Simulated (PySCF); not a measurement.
Gas-phase XPS of `[SiH3]S[SiH2]P`, computed

Species: H7PSSi2.
Z-matrix (Å and degrees, PBE0-D3(BJ)/def2-SVP geometry), rows numbered from 1:
```
Si
S   1  2.1505
Si  2  2.1559  1   99.49
P   3  2.2609  2  116.62  1   -56.67
H   1  1.4895  2  106.29  3  -160.85
H   1  1.4927  2  111.77  3    79.79
H   1  1.4945  2  110.24  3   -41.26
H   3  1.4941  2  110.27  1    65.06
H   3  1.4903  2  104.81  1  -176.50
H   4  1.4293  3   94.10  2    56.61
H   4  1.4284  3   94.18  2   -37.77
```

Level of theory: delta-SCF UKS SCAN, pcX-2 on the ionised atom, pcseg-1 elsewhere, spin-free X2C in PySCF. Each binding energy is the total energy of the core-ionised species, with the hole localised on one atom, minus that of the ground state; both are solved self-consistently, so orbital relaxation is included.

Problem. List the computed XPS lines with their assignment.

Solution. 
```
atom(s)                  environment     level  binding energy (eV)  2p1/2 (eV)  above the level's lowest (eV)  count
    Si1                 SiH3 silicon  Si 2p3/2               107.38      108.00                          +0.17      1
    Si1                 SiH3 silicon     Si 1s              1847.20           –                          +0.18      1
     S2        sulfur bonded to 2 Si      S 1s              2476.48           –                           0.00      1
    Si3                 SiH2 silicon  Si 2p3/2               107.21      107.83                           0.00      1
    Si3                 SiH2 silicon     Si 1s              1847.02           –                           0.00      1
     P4  three-coordinate phosphorus   P 2p3/2               136.48      137.37                           0.00      1
     P4  three-coordinate phosphorus      P 1s              2149.99           –                           0.00      1
```

The 2 Si 1s values lie within 0.18 eV of each other; Gaussian lines of 0.5 eV full width would blend them into one maximum.

The 2 Si 2p3/2 values lie within 0.17 eV of each other.

Problem. Which effective nuclear charge Zeff reproduces each element's mean 1s value in the hydrogen-like formula E = 13.606 eV × Zeff²?

Solution. Si (Z = 14): mean 1847.1 eV, Zeff = 11.65, Z − Zeff = 2.35; P (Z = 15): mean 2150.0 eV, Zeff = 12.57, Z − Zeff = 2.43; S (Z = 16): mean 2476.5 eV, Zeff = 13.49, Z − Zeff = 2.51. Means run over the listed sites, weighted by atom count.

Problem. Which photon wavelength matches the P 1s of P4 threshold?

Solution. λ = hc/E = 12398.42 eV Å / 2149.99 eV = 5.767 Å.

Not every level is listed. 2p3/2 and 2p1/2 are the ΔSCF energy of one spin-free 2p hole plus the eigenvalues of a spin–orbit and ligand-field matrix of the shell. 2p1/2 minus 2p3/2 (ligand field included): Si 0.62 eV, P 0.89 eV. One conformer (not necessarily the lowest) at the PBE0-D3(BJ)/def2-SVP geometry, without solvent, vibrations or thermal averaging.
